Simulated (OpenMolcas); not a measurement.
# Co2+: moving or changing the point charges

Co2+ among 6 point charges of -1.5 e arranged as an octahedron (Oh), 1.9 Å from the ion.
```
   1.9000    0.0000    0.0000  -1.50
   0.0000    1.9000    0.0000  -1.50
  -1.9000    0.0000    0.0000  -1.50
   0.0000   -1.9000    0.0000  -1.50
   0.0000    0.0000    1.9000  -1.50
   0.0000    0.0000   -1.9000  -1.50
```

| Property | Result |
| --- | --- |
| Program | OpenMolcas 26.06 |
| Method | SS-CASPT2, IPEA 0.25 Eh, imaginary shift 0.1 Eh (closed shells correlated: 3s 3p) |
| Basis | ANO-RCC-VDZP [5s4p2d1f] |
| Scalar Hamiltonian | DKH2, point nucleus |
| Active space | 7 electrons in 5 orbitals (3d) |
| State averaging | 2S+1 = 4 even, 10 roots; 2S+1 = 2 even, 40 roots |
| Spin-orbit coupling | RASSI with atomic mean-field integrals over the reference wave functions |

Runs around this geometry, states (labels of O, the rotations of Oh). Energies in cm-1 above the lowest state or level, χT in cm3 K/mol; under a threefold ground state the first gap can be a small split of the lowest multiplet, not the spin-orbit step.

```
R (Å)  q (e)  Ground state  First state of that spin  First gap with spin-orbit (degeneracies)  χT at 300 K  First state of another spin
  1.9  -0.98           4T1                  4T2 3180                                340 (2, 4)        3.991                     2E 17360
  1.9   -1.5           4T1                  4T2 4790                                360 (2, 4)        3.789                     2E 16590
 2.03   -1.5           4T1                  4T2 3350                                350 (2, 4)        3.959                     2E 16860
```

Taking the first state of the same spin as R^-n, n = -ln(3350 / 4790) / ln(2.03 / 1.9) = 5.4 between the shortest and longest distance.

Scaling the charges by -0.98 / -1.5 = 0.65 scales the first state of the same spin by 3180 / 4790 = 0.66; with fixed orbitals a first-order splitting would follow the charge.

Roots that are degenerate in the reference are averaged as groups; the widest CASPT2 spread within a group is 730 cm-1 (the 3-fold group of multiplicity 4 near 3350 cm-1 above the lowest state of its run, R = 2.03, q = -1.5). Shifts and gaps below about the spread of the groups concerned are not significant. An orbital triplet at a regular site is open to Jahn-Teller coupling, which can distort the site and quench the lowest spin-orbit gaps and is left out. Free-ion shares, where given, are those of the reference states; single-state CASPT2 does not remix them. This is an electrostatic model: the charges have no orbitals. No measured value stands beside these numbers.
